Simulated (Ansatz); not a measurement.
`O[CH2][Zn][SH]` and `[CH3][Zn][CH2]O` differ in one atom or group.

Ansatz, PBE0-D4/def2-TZVP geometries, multiplicity 1. Each molecule was computed in one conformer, which needn't be the lowest.

Scalar relativity is left out up to krypton.

| property | `O[CH2][Zn][SH]` |
| --- | --- |
| HOMO–LUMO gap (PBE0/def2-TZVPP) / eV | 6.27 |
| size of the dipole moment (ωB97M-V/def2-TZVPP) / D | 2.14 |
| HOMO–LUMO gap (B3LYP/def2-TZVPP) / eV | 5.80 |
| LUMO energy (PBE/def2-TZVPP) / eV | -1.29 |
| LUMO energy (PBE0/def2-TZVPP) / eV | -0.55 |
| HOMO energy (ωB97M-V/def2-TZVPP) / eV | -9.02 |

Q: Give the same properties after the change, and the shifts. (Best estimate.)

A: Ansatz gave: 
| property | `[CH3][Zn][CH2]O` | shift |
| --- | --- | --- |
| HOMO–LUMO gap (PBE0/def2-TZVPP) / eV | 5.96 | -0.31 |
| size of the dipole moment (ωB97M-V/def2-TZVPP) / D | 1.58 | -0.56 |
| HOMO–LUMO gap (B3LYP/def2-TZVPP) / eV | 5.47 | -0.33 |
| LUMO energy (PBE/def2-TZVPP) / eV | -1.11 | 0.18 |
| LUMO energy (PBE0/def2-TZVPP) / eV | -0.35 | 0.20 |
| HOMO energy (ωB97M-V/def2-TZVPP) / eV | -8.56 | 0.46 |

With PBE0 the HOMO rises by 0.51 eV and the LUMO rises by 0.20 eV, so the gap narrows by about 0.31 eV. PBE moves the HOMO by 0.52 eV and ωB97M-V by 0.46 eV. Dipoles are sizes alone; their direction can turn.

B3LYP here is the variant with VWN-RPA as its local correlation; programs differ in this.
